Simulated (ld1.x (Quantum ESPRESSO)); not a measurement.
## Configuration tests for magnesium (Mg) (TM)

ld1.x (Quantum ESPRESSO) 7.5 input, shortened:

```
&input
   title='Mg', zed=12., rel=1, dft='PW91', iswitch=3,
   config='[Ne] 3s2 3p0'
 /
 &inputp
   pseudotype=2, tm=.true., lloc=-1, rcloc=0.65,
   nlcc=.false.
 /
2
2S  1  0   2.00   0.00  0.80  0.80  0.0
2P  2  1   6.00   0.00  0.85  0.85  0.0
 &test
   configts(1)='2s2 2p6 3s2 3p0'
 /
```

Occupied shells without a wave of their own: 3s. They enter only through the test configuration that unscreens the potential.

Energies are relative to the spin-unpolarised reference configuration 2s2 2p6 3s2 3p0; without spin polarisation the order of configurations can differ from experiment.

```
valence configuration  charge  ΔE all-electron (eV)  error AE − PS (meV)
      2s2 2p6 3s1 3p0      +1                 7.993                  -29
      2s2 2p6 3s0 3p0      +2                23.064                  -81
    2s2 2p6 3s1.5 3p0    +0.5                 3.161                  -12
      2s2 2p6 3s0 3p1      +1                12.345                  -75
      2s2 2p5 3s2 3p0      +1                58.693                  +76
      2s2 2p6 3s0 3p2       0                 7.184                  -65
```

Task: What are ΔE and the potential's error for 2s2 2p6 3s1 3p1?

Result: ΔE = 3.493 eV all-electron; the error (AE − PS) is -29 meV.

Levels in the configuration 2s2 2p6 3s1 3p0:

```json
{"level": "2s", "all-electron (eV)": "-88.995", "pseudo (eV)": "-89.025"}
{"level": "2p", "all-electron (eV)": "-55.833", "pseudo (eV)": "-55.863"}
{"level": "3s", "all-electron (eV)": "-11.402", "pseudo (eV)": "-11.440"}
```

ld1.x printed “convergence not achieved” for 1 of the counted tests; its residual had stalled under 1e-8, short of the target of 1e-14.
